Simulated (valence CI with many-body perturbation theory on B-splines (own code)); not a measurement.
Energy levels of Os³⁵⁺

Calculated by relativistic CI+MBPT: five valence electrons over a frozen Dirac-Fock core [Kr], radial functions for each j: 7 s, 7 p, 8 d, 6 f, 4 g, 1 h, with the one-electron correlation potential Σ1, the two-electron term Σ2, the three-electron term Σ3, Breit, model QED; selected CI, second order for the rest, scaled by the run's own slope (own B-spline code, finite nucleus).

No measured spectrum was set against this ion. As an estimate, large intervals hold to a few tenths of a per cent, small ones and those within an open d or f shell to about a per cent. Among the levels kept, up to 390 cm⁻¹ of a level comes from second order outside the variational space, and about a tenth of that is noise between levels of different J, which matters for small intervals. Only levels of the ground parity were solved; by the run's estimate the other parity begins above the list, which can be wrong where configurations are misplaced.

Levels 1 to 32 of 32, with energies above the lowest level, (4d3/2^4 4d5/2) J=5/2. "Leading %" is the weight of the configuration and term that name the level; weights of strongly mixed levels are sums over their largest components and can fall short, so below about 35 % the name and the second component can differ from the true leading terms, or belong to a minority configuration. In the jj column 3d3/2^4 stands for four electrons in 3d with j = 3/2. Lifetimes count E1, E2, E3, M1 and M2 decay at the calculated energies, and are blank where another channel may lead or the interval is too uncertain; long ones can be off by a factor of two.

| No. | Configuration | Term | J | E (cm⁻¹) | Leading % | Second component | Lifetime | g | Leading jj |
| --- | --- | --- | --- | --- | --- | --- | --- | --- | --- |
| 1 | 4d⁵ | ⁴P | 5/2 | 0 | 27 | 22 % 4d⁵ ²D |  | 1.343 | 4d3/2^4 4d5/2 (93 %) |
| 2 | 4d⁵ | ⁶S | 5/2 | 122940 | 38 | 22 % 4d⁵ ²F | 14.9 μs | 1.340 | 4d3/2^3 4d5/2^2 (89 %) |
| 3 | 4d⁵ | ⁴G | 7/2 | 161670 | 34 | 23 % 4d⁵ ²F | 27.8 μs | 1.164 | 4d3/2^3 4d5/2^2 (98 %) |
| 4 | 4d⁵ | ⁴D | 3/2 | 165970 | 40 | 30 % 4d⁵ ⁴P | 11.5 μs | 1.183 | 4d3/2^3 4d5/2^2 (98 %) |
| 5 | 4d⁵ | ²H | 11/2 | 169760 | 42 | 36 % 4d⁵ ⁴G |  | 1.114 | 4d3/2^3 4d5/2^2 (98 %) |
| 6 | 4d⁵ | ⁴G | 9/2 | 182850 | 32 | 28 % 4d⁵ ²G | 7.31 ms | 1.142 | 4d3/2^3 4d5/2^2 (96 %) |
| 7 | 4d⁵ | ⁴D | 5/2 | 191850 | 30 | 28 % 4d⁵ ²D | 211 μs | 1.137 | 4d3/2^3 4d5/2^2 (92 %) |
| 8 | 4d⁵ | ⁴P | 1/2 | 199790 | 45 | 27 % 4d⁵ ²S | 980 μs | 1.803 | 4d3/2^3 4d5/2^2 (89 %) |
| 9 | 4d⁵ | ²F | 7/2 | 207260 | 39 | 32 % 4d⁵ ²G | 403 μs | 1.082 | 4d3/2^3 4d5/2^2 (96 %) |
| 10 | 4d⁵ | ²D | 3/2 | 254670 | 58 | 22 % 4d⁵ ⁴F | 79.9 μs | 0.789 | 4d3/2^3 4d5/2^2 (86 %) |
| 11 | 4d⁵ | ⁶S | 5/2 | 283350 | 30 | 29 % 4d⁵ ²D | 6.14 μs | 1.287 | 4d3/2^2 4d5/2^3 (87 %) |
| 12 | 4d⁵ | ⁴D | 7/2 | 308580 | 52 | 40 % 4d⁵ ⁴G | 11.6 μs | 1.216 | 4d3/2^2 4d5/2^3 (98 %) |
| 13 | 4d⁵ | ²I | 11/2 | 313980 | 51 | 48 % 4d⁵ ⁴G | 17.0 μs | 1.089 | 4d3/2^2 4d5/2^3 (98 %) |
| 14 | 4d⁵ | ⁴G | 9/2 | 318950 | 59 | 37 % 4d⁵ ²G | 17.3 μs | 1.146 | 4d3/2^2 4d5/2^3 (96 %) |
| 15 | 4d⁵ | ⁴D | 1/2 | 328080 | 76 | 16 % 4d⁵ ²S | 9.35 μs | 0.509 | 4d3/2^2 4d5/2^3 (97 %) |
| 16 | 4d⁵ | ²I | 13/2 | 332960 | 100 |  | 82.0 μs | 1.073 | 4d3/2^2 4d5/2^3 (100 %) |
| 17 | 4d⁵ | ⁴P | 3/2 | 335430 | 53 | 34 % 4d⁵ ⁴F | 5.99 μs | 1.181 | 4d3/2^2 4d5/2^3 (96 %) |
| 18 | 4d⁵ | ²F | 5/2 | 338930 | 42 | 30 % 4d⁵ ⁴D | 11.3 μs | 1.019 | 4d3/2^2 4d5/2^3 (96 %) |
| 19 | 4d⁵ | ²H | 9/2 | 358700 | 52 | 47 % 4d⁵ ⁴F | 8.73 μs | 1.108 | 4d3/2^2 4d5/2^3 (99 %) |
| 20 | 4d⁵ | ²G | 7/2 | 364510 | 61 | 35 % 4d⁵ ²F | 31.0 μs | 0.988 | 4d3/2^2 4d5/2^3 (99 %) |
| 21 | 4d⁵ | ⁴F | 5/2 | 368730 | 63 | 25 % 4d⁵ ²D | 8.72 μs | 1.049 | 4d3/2^2 4d5/2^3 (97 %) |
| 22 | 4d⁵ | ²D | 3/2 | 372540 | 86 | 10 % 4d⁵ ⁴D | 21.5 μs | 0.850 | 4d3/2^2 4d5/2^3 (86 %) |
| 23 | 4d⁵ | ⁴P | 1/2 | 388860 | 40 | 36 % 4d⁵ ²P | 10.7 μs | 1.787 | 4d3/2^2 4d5/2^3 (81 %) |
| 24 | 4d⁵ | ²G | 7/2 | 391250 | 45 | 35 % 4d⁵ ²F | 15.5 μs | 1.041 | 4d3/2^2 4d5/2^3 (94 %) |
| 25 | 4d⁵ | ²G | 9/2 | 416860 | 77 | 12 % 4d⁵ ²H | 27.2 μs | 1.105 | 4d3/2^2 4d5/2^3 (96 %) |
| 26 | 4d⁵ | ²P | 3/2 | 461310 | 74 | 24 % 4d⁵ ²D | 25.6 μs | 1.189 | 4d3/2^2 4d5/2^3 (96 %) |
| 27 | 4d⁵ | ²D | 5/2 | 465050 | 39 | 21 % 4d⁵ ⁴P | 5.69 μs | 1.275 | 4d3/2 4d5/2^4 (51 %) |
| 28 | 4d⁵ | ²D | 5/2 | 477360 | 39 | 30 % 4d⁵ ²F | 5.67 μs | 1.134 | 4d3/2 4d5/2^4 (50 %) |
| 29 | 4d⁵ | ²F | 7/2 | 499170 | 29 | 29 % 4d⁵ ⁴F | 5.40 μs | 1.190 | 4d3/2 4d5/2^4 (98 %) |
| 30 | 4d⁵ | ²H | 11/2 | 508170 | 56 | 27 % 4d⁵ ²I | 6.58 μs | 1.072 | 4d3/2 4d5/2^4 (99 %) |
| 31 | 4d⁵ | ²D | 3/2 | 508630 | 32 | 29 % 4d⁵ ⁴D | 4.28 μs | 0.973 | 4d3/2 4d5/2^4 (96 %) |
| 32 | 4d⁵ | ²G | 9/2 | 528370 | 57 | 17 % 4d⁵ ²H | 7.70 μs | 1.115 | 4d3/2 4d5/2^4 (95 %) |

The ionisation energy to 4d⁴ ³P0 of the next ion comes out as 1529.1 eV (NIST: 1528 ± 5 eV (theoretical)). All 32 levels together are meant to be complete up to 529430 cm⁻¹.
